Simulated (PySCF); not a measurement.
A side-by-side comparison of computed properties.

First species: C4H8GeO3.
Structure used (PBE0-D3(BJ)/def2-SVP), in Å, numbered top down from 1:
```xyz
16
C4H8GeO3 angstrom
C      2.8003   -0.7746   -0.3588
C      2.5220    0.4784   -0.0063
O      1.2993    1.0615    0.2303
C      0.1237    0.4266    0.1446
O     -0.0274   -0.7317   -0.1417
C     -1.0127    1.3698    0.4545
O     -2.2625    0.8052    0.4007
Ge    -2.7708   -0.8613   -0.0616
H      2.0403   -1.5376   -0.5097
H      3.8522   -1.0298   -0.4992
H      3.2965    1.2337    0.1421
H     -0.9179    2.2191   -0.2521
H     -0.8069    1.7940    1.4575
H     -4.2972   -0.6852    0.0577
H     -2.3997   -1.1955   -1.5155
H     -2.2920   -1.9167    0.9472
```

Second species: C5H7O2P.
Geometry (PBE0-D3(BJ)/def2-SVP, Å), atoms numbered from 1 in this order:
```xyz
15
C5H7O2P angstrom
C     -0.123    2.892    0.904
C     -0.230    1.811    0.359
P     -0.292    0.242   -0.473
C     -1.968   -0.354   -0.176
O      0.208    0.254   -1.881
C      0.770   -0.815    0.679
C      2.206   -0.913    0.275
O      0.263   -1.363    1.623
H     -0.033    3.850    1.384
H     -2.069   -1.332   -0.668
H     -2.688    0.351   -0.614
H     -2.134   -0.460    0.904
H      2.745   -1.603    0.936
H      2.263   -1.232   -0.777
H      2.663    0.090    0.314
```

Levels: PBE0/def2-SVPD for dipole moment, HOMO energy, LUMO energy, HOMO–LUMO gap, static isotropic polarisability and electronic spatial extent ⟨r²⟩ about the centre of nuclear charge; TDDFT PBE0/def2-SVPD for lowest singlet excitation; PBE0-D3(BJ)/def2-SVP for rotational constant A and rotational constant C. Geometries: PBE0-D3(BJ)/def2-SVP. Each structure is a single optimised conformer of the isolated species, non-relativistic unless stated. Electronic properties by PySCF.

The conformers computed, where there is a choice (atom-mapped SMILES and torsion angles):
- `[CH2:1]=[CH:2][O:3][C:4](=[O:5])[CH2:6][O:7][GeH3:8]`: C1–C2–O3–C4 0°, C2–O3–C4–O5 0°, O3–C4–C6–O7 180°, C4–C6–O7–Ge8 -3°
- `[CH:1]#[C:2][P@@:3]([CH3:4])(=[O:5])[C:6]([CH3:7])=[O:8]`: C2–P3–C6–C7 -95°

Values for the first species:

* Dipole moment: 2.17 D
* HOMO energy: -7.67 eV
* LUMO energy: -0.80 eV
* HOMO–LUMO gap: 6.87 eV
* Lowest singlet excitation: 5.62 eV
* Static isotropic polarisability: 90.7 au
* Electronic spatial extent ⟨r²⟩ about the centre of nuclear charge: 1848 bohr²
* Rotational constant A: 3.808 GHz
* Rotational constant C: 0.555 GHz

**Question.** Estimate the same properties for the second species, and the change in each.

**Answer.** 
```csv
property,first,second,second less first
dipole moment,2.17 D,2.38 D,+0.21 D
HOMO energy,-7.67 eV,-7.27 eV,+0.40 eV
LUMO energy,-0.80 eV,-1.88 eV,-1.08 eV
HOMO–LUMO gap,6.87 eV,5.39 eV,-1.48 eV
lowest singlet excitation,5.62 eV,3.53 eV,-2.09 eV
static isotropic polarisability,90.7 au,87.6 au,-3.1 au
electronic spatial extent ⟨r²⟩ about the centre of nuclear charge,1848 bohr²,1105 bohr²,-743 bohr²
rotational constant A,3.808 GHz,2.004 GHz,-1.804 GHz
rotational constant C,0.555 GHz,1.335 GHz,+0.780 GHz
```

On the first: The dipole matches unit charges of opposite sign 0.45 Å apart (1 e·Å = 4.8032 D). No computed singlet falls in the visible range (750 to 380 nm, 1.65 to 3.26 eV); S1 lies 2.36 eV above its blue end. Relativistic effects, spin–orbit coupling among them, are left out although an element past zinc is present.

On the second: The principal polarisabilities are 78.4, 85.2 and 99.0 au; their mean is the isotropic value.
